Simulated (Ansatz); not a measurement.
The same groups moved round the core (benzothiophene silyl+ethynyl). Gas-phase values, no solvent. Strings in code marks are SMILES.

Quantity: electronic energy of isomers of C10H8SSi relative to `C#Cc1c([SiH3])sc2ccccc12`, in kJ/mol. The restricted reference of `C#Cc1c([SiH3])sc2ccccc12` and `C#Cc1cc2c([SiH3])cccc2s1` is unstable towards unrestricted orbitals.

Case: `C#Cc1cc2c([SiH3])cccc2s1`. Geometry of `C#Cc1cc2c([SiH3])cccc2s1` (neutral, multiplicity 1, Å):

```xyz
20

C      4.6584    -1.4821    -0.2284
C      3.4462    -1.2954    -0.1890
C      2.0485    -1.0975    -0.1453
C      1.3527     0.0951    -0.0140
C     -0.0713    -0.0716    -0.0061
C     -1.0914     0.9207     0.1106
Si    -0.6698     2.7510     0.2861
C     -2.4286     0.4929     0.0911
C     -2.7745    -0.8722    -0.0392
C     -1.7874    -1.8548    -0.1544
C     -0.4414    -1.4488    -0.1371
S      0.9585    -2.4873    -0.2648
H      5.7277    -1.6373    -0.2610
H      1.8691     1.0604     0.0736
H      0.1199     3.2419    -0.8988
H      0.1616     3.0008     1.5169
H     -1.9515     3.5301     0.3859
H     -3.2363     1.2363     0.1794
H     -3.8350    -1.1654    -0.0499
H     -2.0555    -2.9167    -0.2556
```

Give the electronic energy of isomers of C10H8SSi relative to `C#Cc1c([SiH3])sc2ccccc12` at the level frozen-core CCSD(T)/cc-pVDZ // PBE-D3(BJ)/def2-SVP (Ansatz, an electronic-structure program).

12.98 kJ/mol.
